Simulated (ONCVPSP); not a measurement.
**Rh: excitation energies, all-electron against ONCV**

Rh, optimised norm-conserving Vanderbilt (ONCV), made with ONCVPSP 4.0.1 (PBE, scalar-relativistic). Core [Ar] 3d10 4s2, reference 4p6 4d8 5s1. Waves: 5s: rc 2.70 bohr, ncon 3, nbas 6, qcut 3 1/bohr, 2 projectors, debl 1.6 Ha; 4p: rc 1.80 bohr, ncon 5, nbas 8, qcut 8.4 1/bohr, 2 projectors, debl 2.7 Ha; 4d: rc 1.95 bohr, ncon 3, nbas 8, qcut 7.6 1/bohr, 2 projectors, debl 1.6 Ha. Local part: polynomial inside 1.45 bohr (lpopt 3, dvloc0 -1 Ha). Core correction: none.

Energies are relative to the spin-unpolarised reference configuration 4p6 4d8 5s1; without spin polarisation the order of configurations can differ from experiment.

Task: Give the all-electron excitation energy and the error of the potential for: 4p6 4d8 5s0; 4p6 4d7 5s0; 4p6 4d6 5s0; 4p6 4d8 5s0.5.

Result:

```
valence configuration  charge  ΔE all-electron (eV)  error AE − PS (meV)
          4p6 4d8 5s0      +1                 7.461                 -8.7
          4p6 4d7 5s0      +2                26.971                  +11
          4p6 4d6 5s0      +3                59.476                  +59
        4p6 4d8 5s0.5    +0.5                 2.919                 -2.1
```

Note: ghosts flagged at negative energy: s at -41.2 eV; no localised positive-energy state flagged. A true bound ghost makes a file unfit for plane-wave use.
